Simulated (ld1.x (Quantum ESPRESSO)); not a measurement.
tellurium (Te): one change to a TM potential, before and after

Te (Z = 52), norm-conserving Troullier–Martins (Kleinman–Bylander form), made with ld1.x (Quantum ESPRESSO) 7.5 (PBEsol, fully relativistic). Core [Kr] 4d10, reference 5s1.5 5p4.5. Waves: 5s (bound): rc 1.80 bohr; 5p (bound): rc 2.15 bohr; 5d channel at 0.3 Ry: rc 1.95 bohr. Local part: the d channel. Core correction: none.

Open shells are filled in proportion to 2j + 1 (rel_dist='average').

Change: wave 5d channel at 0.3 Ry: rc 1.95 bohr becomes 5d channel at 0.3 Ry: rc 1.68 bohr.

Cutoffs: the cutoffs (Ry, on a coarse ladder) from which the occupation-weighted sum of valence levels, in a spherical-Bessel basis at the reference potential, stays within 10 and 1 mRy of its value at 400 Ry; they do not see the model core or the augmentation charge, which bear on the density cutoff. Errors are all-electron minus pseudo energies relative to the spin-unpolarised reference configuration.

How do hardness, ghosts and transferability respond?

The potential gets harder (21 Ry and 40 Ry → 30 Ry and 40 Ry); both files keep a bound ghost (p, s); the number of tests that count goes from 6 to 5; of the 5 tests that both files solve, the error grows in 1 and shrinks in 2 by more than 15 % and 0.3 meV (median size 0.8 → 1.2 meV). A smaller radius makes the pseudo-wave follow the all-electron one further in, where it bends more sharply, so more plane waves are needed.

```csv
quantity,base,changed
"cutoff, loose",21 Ry,30 Ry
"cutoff, tight",40 Ry,40 Ry
loose cutoff by channel (10 mRy a level),"s 12 Ry, p 15 Ry","s 25 Ry, p 12 Ry"
bound ghosts,"s, p3/2, p1/2","s, p3/2, p1/2"
"tests counted (converged, no solver errors)",6 of 7,5 of 7
"error for 5s2 5p4, meV [ΔE -4.60 eV]",+0.7,+0.8
"error for 5s2 5p3, meV [ΔE 5.17 eV]",-4.9,-4.1
"error for 5s2 5p2, meV [ΔE 23.17 eV]",-24,-19
"error for 5s2 5p3.5, meV [ΔE -0.68 eV]",-0.8,-0.7
"error for 5s2 5p4.3, meV [ΔE -6.08 eV]",+0.6,+1.2
s: phases at 2.35 bohr within 0.05 rad from the reference energy up to (Ry; the scan ends near 5),0.9,0.8
p1/2: phases at 2.35 bohr within 0.05 rad from the reference energy up to (Ry; the scan ends near 5),4.7,to the end of the scan
p3/2: phases at 2.35 bohr within 0.05 rad from the reference energy up to (Ry; the scan ends near 5),to the end of the scan,4.9
d3/2: phases at 2.35 bohr within 0.05 rad from the reference energy up to (Ry; the scan ends near 5),0.9,0.5
d5/2: phases at 2.35 bohr within 0.05 rad from the reference energy up to (Ry; the scan ends near 5),0.7,0.5
```

Base: Tests not counted: 5s2 5p0 (solver errors, printed error -53.8 eV). ld1.x printed “convergence not achieved” for 6 of the counted tests; their residual had stalled under 1e-8, short of the target of 1e-14. Changed file: Tests not counted: 5s2 5p1 (solver errors, printed error -22.4 eV); 5s2 5p0 (solver errors, printed error -10.2 eV). ld1.x printed “convergence not achieved” for 5 of the counted tests; their residual had stalled under 1e-8, short of the target of 1e-14. A true bound ghost makes a file unfit for plane-wave use even where its test errors are small: the radial tests pick states by their node count and pass the ghost by. Where a test does run into it, the solver fails or the error is huge.
